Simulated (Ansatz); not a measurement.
These are frozen-core CCSD(T)/cc-pVTZ // B3LYP-D3(BJ)/def2-TZVP (Ansatz, a first-principles code) values and carry that method's errors.

Ansatz 0.2 input:
```yaml
crystal:
  periodic: [false, false, false]
  atoms:
    - { symbol: C, position_ang: [1.725174, 0.126647, 0.117002] }
    - { symbol: C, position_ang: [0.534083, 0.038628, 0.0385] }
    - { symbol: C, position_ang: [-0.91851, -0.082835, -0.001801] }
    - { symbol: F, position_ang: [-1.4888, 1.101294, -0.375414] }
    - { symbol: F, position_ang: [-1.296006, -1.024726, -0.916851] }
    - { symbol: H, position_ang: [2.783685, 0.208237, 0.173544] }
    - { symbol: H, position_ang: [-1.339624, -0.367245, 0.965019] }
basis:
  gaussian: { orbitals: cc-pVTZ }
correlation:
  method: ccsd_t
```

Output:

```
Functional definition: HF
1064 factors; integrals over basis functions are off by at most 1.2e-3 eV
mean field evaluation 1: about -8532.3988 eV, gradient 3.8e1 eV
mean field evaluation 2: about -8532.7009 eV, gradient 3.8e1 eV
mean field evaluation 4: about -8535.7084 eV, gradient 4.2e0 eV
mean field evaluation 8: about -8535.7589 eV, gradient 3.5e-1 eV
mean field evaluation 16: about -8532.3977 eV, gradient 3.8e1 eV
mean field -8535.75923096 eV, -313.6833659923 hartree, gradient 1.6e-6 eV, S^2 0.000000; 0 other end points of the search recorded, 0 dependent functions left out
5 core orbitals not correlated
reference -8535.75923096 eV, -313.6833659923 hartree; 14, 14 occupied and 159, 159 virtual orbitals, 1064 factors
second order -26.13829479 eV of doubles, -0.00000000 eV of singles
cycle   1  -25.70738287 eV  change    4.3e-1 eV  update   1.1e-1
cycle   2  -26.32112282 eV  change   -6.1e-1 eV  update   3.3e-2
cycle   3  -26.46170049 eV  change   -1.4e-1 eV  update   1.6e-2
cycle   4  -26.45164499 eV  change    1.0e-2 eV  update   4.4e-3
cycle   5  -26.45174286 eV  change   -9.8e-5 eV  update   2.0e-3
cycle   6  -26.45427209 eV  change   -2.5e-3 eV  update   5.6e-4
cycle   7  -26.45437880 eV  change   -1.1e-4 eV  update   2.0e-4
cycle   8  -26.45425698 eV  change    1.2e-4 eV  update   5.8e-5
cycle   9  -26.45427947 eV  change   -2.2e-5 eV  update   2.3e-5
perturbative correction -1.05917596 eV, -0.0389239985 hartree
Total energy: -8563.27268639 eV, -314.6944668302 hartree
```

Cost: about 30 core-seconds (a rough figure).
